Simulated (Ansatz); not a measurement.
Reactions of `[SH][Sn][SH]`.

Program: Ansatz. Geometries: PBE0-D4/def2-TZVP. ΔE: electronic, gas phase. CCSD(T)/CBS is the MP2 limit (def2-TZVPP, def2-QZVPP) plus CCSD(T) − MP2 in def2-TZVPP, frozen cores. This one scheme is used for every species. Elements past krypton have def2 core potentials. For In, Sn outer-core shells are correlated without core-valence functions, which leaves a few kJ/mol of doubt a bond. Each species was taken in one conformer, which may not be the lowest.

(1) Order these by ΔE at CCSD(T)/CBS, lowest first. (An estimate is asked.)
A. `[SH][Sn][SH]` + `[CH3][In]([Cl])[Cl]` → `[SH][Sn][Cl]` + `[CH3][In]([SH])[Cl]`
B. `[SH][Sn][SH]` + HCl → `[SH][Sn][Cl]` + H₂S
C. `[SH][Sn][SH]` + `C[SiH](F)F` → `[CH3][Sn][SH]` + `F[SiH](F)S`
D. `[SH][Sn][SH]` + H–F → `[F][Sn][SH]` + H₂S

Largest T1 diagnostic: 0.016, for `[F][Sn][SH]`.

## Answers

(1) B (-7.5 kcal/mol), A (-1.7 kcal/mol), D (+0.5 kcal/mol), C (+19.0 kcal/mol).
